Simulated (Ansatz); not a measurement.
Basis sets compared for Cd12H32S12. The state is a singlet with charge 0. Geometry PBE-D4/def2-SVP, loosely relaxed. Ansatz on 11 threads of AMD EPYC 7R13 on a shared host and a whole NVIDIA H100 80GB HBM3; times are rough, and most runs start from earlier orbitals.

```xyz
56

Cd   -0.4063    3.0803    3.3498
Cd    4.4168    2.3765    2.2026
Cd    2.3444   -4.9112    1.2292
Cd   -4.2894    0.2627    1.8311
Cd   -0.7729   -5.3989    2.2739
Cd    0.1216   -0.5305    2.2010
Cd    0.9906    2.2868   -0.8725
Cd    1.7677   -1.3735   -1.3533
Cd   -1.8953   -0.9286   -1.8624
Cd   -2.7470    3.4241   -1.1623
Cd   -1.3296   -5.1800   -1.1917
Cd   -0.2627    0.4553   -4.5256
S     1.6929    1.4303    2.8941
S    -1.9882    0.8376    3.0424
S    -0.7923    3.4800    0.7595
S     0.6575   -2.9363    2.5721
S     3.6572   -1.2673    0.5555
S     1.1188   -3.8330   -1.0627
S    -3.1773   -2.3464    1.8020
S    -3.4810    0.8769   -0.6038
S    -3.0938   -3.1326   -1.4922
S    -0.0975   -0.0294   -0.2618
S     2.1523   -0.3722   -3.6338
S    -0.8341    2.5283   -2.7867
H    -0.5664    4.1380    4.6662
H     2.8423    4.8917    1.5596
H     4.5085    1.4192    0.7734
H     4.6735    3.3498    3.5638
H     0.9753   -6.0222    1.6269
H     4.0029   -4.5598    1.1958
H    -5.8503    0.3753    2.4910
H    -1.4447   -5.8651    3.7731
H     2.6431    2.6767   -1.0073
H     2.2711    3.5043   -4.5724
H    -3.8655    4.6839   -1.3758
H    -0.7473    6.5009   -2.7148
H    -1.5272   -5.0068    0.6305
H    -1.2635   -6.3111   -2.4656
H    -1.4755   -0.7109   -3.6084
H    -0.3714    0.9221   -6.1674
H     1.9468    1.1215    4.1982
H     2.6929    4.5607    0.8804
H    -2.2208    0.4255    4.3198
H    -0.4554    4.7995    0.6824
H     1.0928   -2.9504    3.8625
H     4.7475   -1.6104   -0.1873
H     4.0253    0.1178    0.6036
H     1.8139   -4.4089   -2.0823
H    -3.8841   -2.9152    2.8216
H    -3.9072   -2.9574    0.8109
H    -4.7033    0.8689   -1.2097
H    -3.4273   -3.3164   -2.8013
H     1.9175    3.0700   -5.0997
H     2.5663    0.8358   -3.1479
H    -0.2930    5.9377   -2.4441
H    -0.4692    3.6363   -3.4801
```

In the def2 sets Cd takes a core potential; there is no spin–orbit coupling. Single mean-field runs in def2-SVP, def2-TZVP are fitted with def2-universal-jkfit. The geometry of the charge 0 singlet is only loosely relaxed. In the singlet geometry the species has come apart into loosely held pieces. In the singlet, H34 and H53 lie 0.77 Å apart, H26 and H42 lie 0.77 Å apart, H36 and H55 lie 0.77 Å apart (atoms count from 1), so H2 has formed as a molecule.

Binding counts from free atoms (Cd singlet, S triplet, H doublet) in the same basis, without a counterpoise term.

| level | functions | energy (Eh) | HOMO (eV) | LUMO (eV) | binding per atom (eV) | wall time |
| --- | --- | --- | --- | --- | --- | --- |
| PBE-D4/def2-SVP | 748 | -6807.0935 | -6.10 | -2.68 | 2.22 | 17 s |
| PBE0-D4/def2-SVP | 748 | -6807.4431 | -7.20 | -1.93 | 2.22 | 11 s |

(1) Estimate the rows for PBE-D4/def2-TZVP (with forces), PBE0-D4/def2-TZVP (with forces).

Answers

(1) 
```tsv
level	functions	energy (Eh)	HOMO (eV)	LUMO (eV)	binding per atom (eV)	wall time
PBE-D4/def2-TZVP (with forces)	1116	-6809.2307	-6.13	-2.73	2.19	17 s
PBE0-D4/def2-TZVP (with forces)	1116	-6809.5358	-7.22	-1.97	2.20	20 s
```
